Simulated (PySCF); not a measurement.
An unknown gives this computed stick spectrum. Method: TDDFT B3LYP/def2-SVPD, vertical, gas phase, core orbitals frozen in the response (PySCF 2.14.0, density-fitted response routines). Geometries: GFN2-xTB, one conformer each.

| state | E (eV) | λ (nm) | f |
| --- | --- | --- | --- |
| S1 | 3.01 | 411.3 | 0.0005 |
| S2 | 3.37 | 368.3 | 0.0031 |
| S3 | 3.86 | 321.6 | 0.0020 |
| S4 | 4.16 | 298.0 | 0.0014 |
| S5 | 4.88 | 254.0 | 0.0000 |
| S6 | 5.18 | 239.6 | 0.229 |
| S7 | 5.20 | 238.6 | 0.038 |
| S8 | 5.72 | 216.6 | 0.0000 |

Orbital energies (eV): HOMO-3 -8.78, HOMO-2 -8.20, HOMO-1 -7.81, HOMO -6.88, LUMO -2.66, LUMO+1 -2.19, LUMO+2 0.07.

**Question.** Which structure fits?
A. `C/C(=N/N)C1CC1`
B. `C#Cc1ccnnn1`
C. `C/C=N/N=C\CC`

**Answer.** B. Its S1, at 3.01 eV, is the lowest among the candidates; the nearest of the others has S1 at 4.83 eV. S1 is HOMO→LUMO (99%). Löwdin shares by element: HOMO nitrogen 86%, carbon 5% or more; LUMO carbon 44% or more, nitrogen 19% or more (atoms not listed hold the other 37%). At the same level the other candidates give, for their lowest levels:
- `C/C=N/N=C\CC`: 4.83 eV (f 0.009); 5.05 eV (f 0.002); 5.84 eV (f 0.026); 6.05 eV (f 0.539); 6.30 eV (f 0.014); T1 3.93 eV; HOMO -6.44, LUMO -0.35 eV
- `C/C(=N/N)C1CC1`: 5.44 eV (f 0.047); 5.81 eV (f 0.014); 5.91 eV (f 0.020); 6.07 eV (f 0.195); 6.24 eV (f 0.003); T1 3.97 eV; HOMO -5.94, LUMO 0.21 eV
Triplets come from the Tamm–Dancoff approximation.
